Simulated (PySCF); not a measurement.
HfI₂, SMILES [I][Hf][I], multiplicity 1.

Geometry optimised at PBE-D3(BJ)/def2-SVP. The multiplicity is an assumed one; other spin states were not compared. The def2 effective core potentials stand for the cores of Hf, I; spin–orbit coupling is left out.

All values below come from PBE-D3(BJ)/def2-SVP run with PySCF 2.14.0.

Frequencies are harmonic and unscaled.

A small imaginary wavenumber (i) marks a very flat motion, where grid noise or a shallow saddle decides the sign.

Modes within 1.5 cm⁻¹ of each other (mostly degenerate sets) share a row, with their intensities summed.

```json
[
 {"mode": "1–2", "ν (cm⁻¹)": "10i", "IR (km/mol)": "0.4", "moving atoms (share of kinetic energy)": "Hf 59 %, I 41 %"},
 {"mode": "3", "ν (cm⁻¹)": "154", "IR (km/mol)": "0.0", "moving atoms (share of kinetic energy)": "I 100 %"},
 {"mode": "4", "ν (cm⁻¹)": "217", "IR (km/mol)": "54.3", "moving atoms (share of kinetic energy)": "Hf 59 %, I 41 %"}
]
```
